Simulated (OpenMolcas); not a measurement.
# Computed levels of Lu II

- Program: OpenMolcas 26.06
- Method: RASSCF
- Basis: ANO-RCC-VTZP [8s7p5d3f2g1h]
- Scalar Hamiltonian: DKH2, point nucleus
- Active space: 2 electrons in 9 orbitals (RAS2 5d 6s; RAS3 6p, at most 2 electrons)
- State averaging: 2S+1 = 1 even, 21 roots; 2S+1 = 3 even, 15 roots kept (CI in the orbitals of an earlier block); 2S+1 = 1 odd, 15 roots; 2S+1 = 3 odd, 18 roots kept (CI in the orbitals of an earlier block)
- Spin-orbit coupling: RASSI with atomic mean-field integrals over the reference wave functions, term energies averaged over their components

With spin-orbit coupling, above the lowest level:

```csv
Configuration,Term,J,E (cm-1),Measured (cm-1),Term weight %,Second
6s2,1S,0,0.0,0.0,100,
5d 6s,3D,1,13454,11796,100,
5d 6s,3D,2,14123,12435,94,5 1D
5d 6s,3D,3,15776,14199,100,
5d 6s,1D,2,18769,17333,94,5 3D
6s 6p,3P*,0,27112,27264,100,
6s 6p,3P*,1,27819,28503,99,
6s 6p,3P*,2,29643,32453,100,
5d2,3F,2,30605,29407,97,3 1D
5d2,3F,3,32202,30889,100,
5d2,3F,4,33949,32504,99,
5d2,3P,0,36806,35652,96,4 1S
6s 6p,1P*,1,37047,38223,96,2 5d 6p 3D*
5d2,3P,2,37628,,54,45 1D
5d2,3P,1,37832,36557,100,
5d2,1D,2,40341,,53,46 3P
5d 6p,3F*,2,40495,41225,67,31 1D*
5d2,1G,4,41850,,99,
5d 6p,1D*,2,43433,45459,59,33 3F*
5d 6p,3F*,3,43511,44919,100,
5d 6p,3D*,1,44427,45532,98,2 6s 6p 1P*
5d 6p,3D*,2,45717,46904,92,6 1D*
5d 6p,3F*,4,46270,48537,100,
5d 6p,3D*,3,47269,48733,97,3 1F*
5d 6p,3P*,0,48069,49964,100,
5d 6p,3P*,1,48633,50049,99,
```

Against the 22 measured excited levels shown (NIST Handbook of Basic Atomic Spectroscopic Data) the mean absolute deviation is 1400 cm-1; the largest miss in energy is 6s 6p 3P* 2: computed 29643, measured 32453 cm-1 (-8.7 %), and the largest in proportion 5d 6s 3D1 (+14.1 %).

Without dynamic correlation excited terms often stand tens of per cent too high (terms of higher spin than the ground term too low), and those without a measured partner can miss by more than the paired ones. Some levels mix across a computed gap that differs much from the measured one, so their mixing is not that of the real levels. Terms from blocks run as CI alone lack orbitals of their own. Configurations are named by rounded mean occupations; where the s occupation lies near a half they are strongly mixed, a name can repeat and a true partner stay unpaired. A single d shell beside an s shell can misplace configurations of different d count against each other. Computed and measured levels are paired by configuration, term and J; levels that our copy of the source lacks, or whose pairing is in doubt (as where it misses far off the trend of its configuration), stay unpaired and out of the deviations. Only configurations of the active space appear. The first state left out of the spin-orbit step lies near 62000 cm-1 above the lowest spin-free state of the reference (among the parities and spins computed), and the list stops at four fifths of that energy or lower.

The term weight is that of the spin-free term in the level, not the purity of its configuration. * marks odd parity.
